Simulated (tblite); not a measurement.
Species: C4H5FO3Si.
SMILES with atom numbers: `[O:1]=[C:2]1[O:3][CH2:4][CH:5]=[C:6]1[O:7][SiH2:8][F:9]` (hydrogens: H10, H11 on C4; H12 on C5; H13, H14 on Si8)

Computed geometry: GFN2-xTB, gas phase.

Problem. Give the optimised bond lengths and angles.

Solution. 
```tsv
bond	length (pm)	order
O1=C2	120.5	double
C2–O3	133.3	single
O3–C4	142.3	single
C4–C5	149.6	single
C5=C6	133.8	double
C6–O7	131.4	single
O7–Si8	165.2	single
Si8–F9	160.8	single
C2–C6	147.9	single
C4–H10, C4–H11	109.6	single
C5–H12	107.1	single
Si8–H13, Si8–H14	144.6	single
```

Bonds in one row agree within 1 pm and their mean is given. Orders are formal, as drawn. A selection of angles:
```tsv
angle	degrees
O1–C2–O3	126.6
O1–C2–C6	124.2
O3–C2–C6	109.2
C2–O3–C4	109.4
O3–C4–C5	105.7
C4–C5–C6	107.9
C5–C6–O7	133.3
C2–C6–C5	107.8
C2–C6–O7	118.9
C6–O7–Si8	124.9
O7–Si8–F9	95.5
```

Torsions: O1–C2–O3–C4 180° (antiperiplanar); C2–O3–C4–C5 0° (synperiplanar); O3–C4–C5–C6 0° (synperiplanar); C4–C5–C6–O7 180° (antiperiplanar); C5–C6–O7–Si8 180° (antiperiplanar); C6–O7–Si8–F9 180° (antiperiplanar); O1–C2–C6–C5 180° (antiperiplanar).

The 9 heavy atoms lie in one plane (0.000 Å rms). The C–O distances run from 1.205 Å (O1=C2, drawn double) to 1.423 Å (O3–C4, drawn single), a spread of 0.218 Å. Si8 (fluorine-bound silicon) has angles from 95.5° to 121.8°. The 3 C–C bonds span 1.338 Å (C5=C6, drawn double) to 1.496 Å (C4–C5, drawn single), a spread of 0.158 Å. The 5-membered ring C2–O3–C4–C5–C6 has internal angles of 105.7° to 109.4° (sum 540°, against 540° for a flat polygon); it is planar, 0.00 Å rms from its mean plane, widest ring torsion 0°. Of the pairs four or more bonds apart, O1···Si8 is among the closest relative to their van der Waals radii: 2.63 Å, 73 % of the sum of Bondi's values.

Point group: Cs (tolerance 0.08 Å). Its GFN2-xTB frequencies are all real (lowest 82 cm⁻¹). One conformer, not necessarily the lowest. 3 starts were optimised and ended at 0.00, 3.19 and 6.62 kcal/mol (GFN2-xTB); the lowest of these is shown.
